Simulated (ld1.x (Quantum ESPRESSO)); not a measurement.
# LDA (PZ) TM dataset for K (Z = 19), fully relativistic all-electron reference.

ld1.x (Quantum ESPRESSO) 7.5 input, shortened:

```
&input
   title='K', zed=19., rel=2, dft='PZ', iswitch=3,
   config='[Ar] 3d-2 4s0.75 4p0.25', rel_dist='average'
 /
 &inputp
   pseudotype=2, tm=.true., lloc=-1, rcloc=3.40,
   nlcc=.true., new_core_ps=.true., rcore=2.35
 /
3
4S  1  0   0.75   0.00  3.15  3.15  0.0
4P  2  1   0.25   0.00  4.20  4.20  0.0
3D  3  2  -2.00   0.25  3.75  3.75  0.0
 &test
   configts(1)='4s0.75 4p0.25'
 /
```

Open shells are filled in proportion to 2j + 1 (rel_dist='average').

All-electron outer shells of the reference configuration (LDA (PZ), scalar-relativistic, ld1.x):

```json
{"shell": "3p", "level (eV)": "-19.22", "outermost node (bohr)": "0.45", "outermost maximum (bohr)": "1.15"}
{"shell": "4s", "level (eV)": "-2.62", "outermost node (bohr)": "1.58", "outermost maximum (bohr)": "3.98"}
{"shell": "4p", "level (eV)": "-1.01", "outermost node (bohr)": "1.87", "outermost maximum (bohr)": "5.71"}
```

Problem. Estimate the cutoffs (Ry, on a coarse ladder) from which the occupation-weighted sum of valence levels, in a spherical-Bessel basis at the reference potential, stays within 10 and 1 mRy of its value at 400 Ry.

Solution. 6 Ry and 6 Ry.

Problem. What does a ghost test show?

Solution. No extra level below or beside the all-electron valence levels (s, p1/2, p3/2, d3/2, d5/2, f tested). The logarithmic derivative shows an extra or strongly shifted pseudo pole above the reference energy (s near 0.98 Ry, p1/2 near 1.89 Ry, p3/2 near 1.89 Ry).

Problem. Tests: 4s1 4p0; 4s0.5 4p0; 4s0 4p1. Which has the largest error in its energy relative to the reference configuration, and how large is it?

Solution. 4s0 4p1, with -4.4 meV (all-electron minus pseudo) on +1.23 eV.
